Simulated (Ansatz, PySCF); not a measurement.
AsH3 (SMILES [AsH3]) and H4OSi (SMILES O[SiH3]) are pulled apart as rigid monomers along the line of their centres of mass, from the B3LYP-D3(BJ)/def2-TZVP minimum. Starting geometry (charge 0, multiplicity 1):
```csv
atom,x (Å),y (Å),z (Å)
As,-0.3709,-0.1267,-0.2445
H,-1.8275,-0.1872,-0.6745
H,0.1498,-0.5095,-1.6204
H,-0.2570,1.3649,-0.5151
O,0.7455,-1.3314,2.9145
Si,0.6226,-0.0728,3.9712
H,0.4865,-1.1633,1.9991
H,1.5076,1.0587,3.5926
H,1.0277,-0.5962,5.2915
H,-0.7656,0.4512,4.0475
```

Interaction energies with rigid monomers; basis-set methods are counterpoise corrected unless marked otherwise.

Frozen-core correlation. Filled d and f shells under p-block atoms count as core. Rows in 6-31G* carry no dispersion term and start afresh at each structure (6-31G* with six Cartesian d functions); the Pople sets are all-electron and without relativity. MP2/6-31G* freezes PySCF's default core, which leaves 3d correlated.

The values were computed with Ansatz (Gaussian orbitals); PySCF for 6-31G* rows, the dispersion terms. Values without a source in brackets are computed.

```
As1···H7 (Å)  HF/def2-SVPD (kJ/mol)  r2SCAN-D4/def2-TZVPPD (kJ/mol)  PBE0/def2-TZVPPD (kJ/mol)  MP2/6-31G* (kJ/mol)  CCSD/def2-SVPD (kJ/mol)
------------  ---------------------  ------------------------------  -------------------------  -------------------  -----------------------
2.37                            6.6                           -10.4                       -7.9                  0.4                     -2.0
2.62                           -2.8                           -13.2                      -11.1                 -7.4                     -8.3
2.99                           -6.4                           -11.1                       -9.6                 -9.4                     -9.2
3.62                           -4.8                             [?]                       -5.2                 -6.5                     -5.7
4.65                           -2.0                            -2.2                       -1.9                 -2.7                      [?]
```

Question: Complete the blanks.

Answer: 
- 4.65, CCSD/def2-SVPD (kJ/mol): -2.1
- 3.62, r2SCAN-D4/def2-TZVPPD (kJ/mol): -6.1

Ansatz is a quantum-chemistry and plane-wave program.
